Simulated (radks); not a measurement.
The phosphorus anion P- inside a hard spherical wall (all orbitals vanish at R), configuration held at [Ne] 3s2 3p4 and not refilled when levels cross. All-electron calculation, scalar-relativistic Kohn-Sham, PBE, spin-unpolarised, spherical densities, finite nucleus; Fermi nuclear charge, rms radius 3.1889 fm. Program: a radial shooting solver on a logarithmic mesh with Libxc functionals. Eigenvalues in eV, with the zero of energy where the potential of the charges vanishes at infinity; a dash marks a level that is unbound or too diffuse for the functional's potential to be trusted. A positive occupied level is held by the wall or, in an anion where self-interaction has pushed it up, behind a barrier. The pressure on the wall is -dE/dV.

| R (bohr) | E (hartree) | kinetic (hartree) | e(2s) | e(2p) | e(3s) | e(3p) | e(4s, empty) | e(4p, empty) | pressure (GPa) |
|---|---|---|---|---|---|---|---|---|---|
| 15 | -341.97354 | 343.029 | -166.39 | -116.89 | -6.805 | 1.147 | 2.805 | 3.363 | 0.00138 |
| 12 | -341.97261 | 343.033 | -166.26 | -116.76 | -6.684 | 1.256 | 3.554 | 4.532 | 0.0104 |
| 10 | -341.97010 | 343.044 | -166.02 | -116.52 | -6.480 | 1.444 | 4.494 | 5.990 | 0.0523 |
| 5 | -341.79650 | 343.749 | -160.67 | -111.14 | -2.663 | 5.530 | 18.818 | 24.387 | 17.2 |
| 3 | -339.96806 | 349.562 | -140.08 | -90.325 | 13.320 | 24.209 | 77.617 | 87.007 | 745 |
| 2 | -332.02748 | 369.418 | -102.69 | -52.064 | 62.568 | 77.831 | 233.77 | 238.98 | 10700 |
